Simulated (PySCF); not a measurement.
## `CC[BH2-]N`: 4 charge schemes on one density

C2H9BN (charge -1).
Cartesian coordinates in Å at the PBE0-D3(BJ)/def2-SVP level; atoms count from 1:
```xyz
13
C2H9BN angstrom
C     -1.7085   -0.1105   -0.5591
C     -0.3470   -0.5439   -0.0326
B      0.8693    0.5041   -0.3761
N      2.2181   -0.0494    0.1696
H     -1.9834    0.8822   -0.1591
H     -2.5411   -0.8038   -0.3195
H     -1.6823    0.0001   -1.6581
H     -0.4219   -0.6909    1.0679
H     -0.0961   -1.5457   -0.4381
H      0.9545    0.6298   -1.6291
H      0.5384    1.6492    0.0883
H      2.1670   -0.0621    1.1921
H      2.9499    0.6386   -0.0187
```

Density: PBE0/pcSseg-1 (PySCF); schemes: Mulliken, IAO, Hirshfeld and ESP-fitted. The structure is a single PBE0-D3(BJ)/def2-SVP conformer in the gas phase; no vibrational or solvent corrections. The pcSseg-1 basis has no diffuse functions, a weakness for an anion.

Task: Give the atomic charges in each scheme.

Result: In e:

```
atom                environment  Mulliken     IAO  Hirshfeld  ESP-fitted
  C1              methyl carbon    -0.286  -0.384     -0.136      -0.370
  C2  sp3 carbon bound to boron    -0.413  -0.355     -0.163      +0.195
  B3      four-coordinate boron    +0.210  -0.184     -0.089      +0.545
  N4       boron-bound nitrogen    -0.549  -0.683     -0.361      -1.147
  H5            methyl hydrogen    +0.075  +0.111     +0.011      +0.053
  H6            methyl hydrogen    +0.047  +0.084     -0.005      +0.017
  H7            methyl hydrogen    +0.078  +0.111     +0.013      +0.045
  H8         methylene hydrogen    +0.034  +0.075     -0.012      -0.102
  H9         methylene hydrogen    +0.049  +0.089     -0.009      -0.093
 H10               B–H hydrogen    -0.201  -0.103     -0.165      -0.335
 H11               B–H hydrogen    -0.257  -0.143     -0.186      -0.421
 H12               N–H hydrogen    +0.100  +0.186     +0.051      +0.290
 H13               N–H hydrogen    +0.111  +0.194     +0.052      +0.323
```

Mean size of the charges over all atoms: ESP-fitted 0.303 e, IAO 0.208 e, Mulliken 0.185 e, Hirshfeld 0.096 e. Each set sums to the total charge, -1, to within 0.001 e. The IAO scheme projects the occupied orbitals on a minimal set of polarised atomic orbitals and counts the electrons in each atom's part of it. The Mulliken scheme gives each basis function's population to the atom it is centred on and halves the overlap population of two atoms between them.

Lowest charge. All schemes agree: Mulliken N4 (-0.549); IAO N4 (-0.683); Hirshfeld N4 (-0.361); ESP-fitted N4 (-1.147).

Highest charge. The schemes don't all agree: Mulliken B3 (+0.210); IAO H13 (+0.194); Hirshfeld H13 (+0.052); ESP-fitted B3 (+0.545).

Task: How closely do the schemes follow one another over all atoms?

Result: Correlation coefficient and root-mean-square difference: IAO with Hirshfeld 0.94, 0.152 e; Mulliken with Hirshfeld 0.88, 0.135 e; Mulliken with IAO 0.85, 0.133 e; Mulliken with ESP-fitted 0.77, 0.279 e; Hirshfeld with ESP-fitted 0.77, 0.332 e; IAO with ESP-fitted 0.65, 0.314 e.

Task: Sum the charges by element, for elements with more than one atom.

Result: 
```tsv
element	atoms	Mulliken	IAO	Hirshfeld	ESP-fitted
C	2	-0.698	-0.739	-0.299	-0.175
H	9	+0.037	+0.605	-0.251	-0.223
```
